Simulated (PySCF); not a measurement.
Computed shifts of a molecule C5H6O, PBE/pcSseg-1 (PySCF), GIAO, gas phase, equivalent atoms averaged, in ppm (number of nuclei): ¹³C: 207.9 (1), 83.3 (1), 78.6 (1), 39.2 (1), 33.8 (1). ¹H: 3.42 (2), 2.77 (3), 2.35 (1). References: ¹³C against TMS (σ = 182.0 ppm); ¹⁷O against H2O (σ = 334.3 ppm); ¹H against TMS (σ = 31.49 ppm), references at their B3LYP-D3(BJ)/def2-TZVP geometries, non-relativistic. Geometry: r2SCAN-D4/def2-SVP. Other conformers were not sampled.

Q: Which molecule gave these data?
A) C#CCC(C)=O
B) C#C[C@@H]1C[C@@H]1O
C) C=C1CCC1=O
D) C1=COC=CC1

A: A, C#CCC(C)=O
